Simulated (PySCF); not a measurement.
strontium atom (Sr), singlet (core potentials on Sr). Base run: PySCF with R2SCAN/def2-TZVP.

PySCF was given this input:
```python
from pyscf import gto, scf, dft

mol = gto.Mole()
mol.atom = '''
    Sr    0.00000000    0.00000000    0.00000000
'''
mol.basis = 'def2-tzvp'
mol.ecp = {'Sr': 'def2-tzvp'}
mol.verbose = 4
mol.build()

mf = dft.RKS(mol)
mf.xc = 'r2scan'
mf.kernel()
```

Each row names what was changed in the base input (with any setting that the change needs).

| change | ΔE vs base (µEh) | grid points | electrons on the grid |
|---|---|---|---|
| base | 0.0 | 21912 | 10.00000 |
| grids.atom_grid = (150, 974) | -18.4 | 71704 | 10.00000 |
| grids.atom_grid = (99, 590) | -23.3 | 28736 | 10.00000 |
| grids.prune = dft.gen_grid.treutler_prune | 0.0 | 22072 | 10.00000 |
| grids.level = 5 | -16.9 | 47328 | 10.00000 |
| grids.level = 1 | 82.9 | 8088 | 10.00000 |
| grids.atom_grid = (30, 110) | 4.3 | 2424 | 10.00000 |
| grids.level = 4 | -10.8 | 32128 | 10.00000 |
| grids.level = 7 | -18.2 | 90856 | 10.00000 |
| grids.becke_scheme = stratmann | 0.0 | 21912 | 10.00000 |
| grids.prune = off | 0.0 | 41232 | 10.00000 |
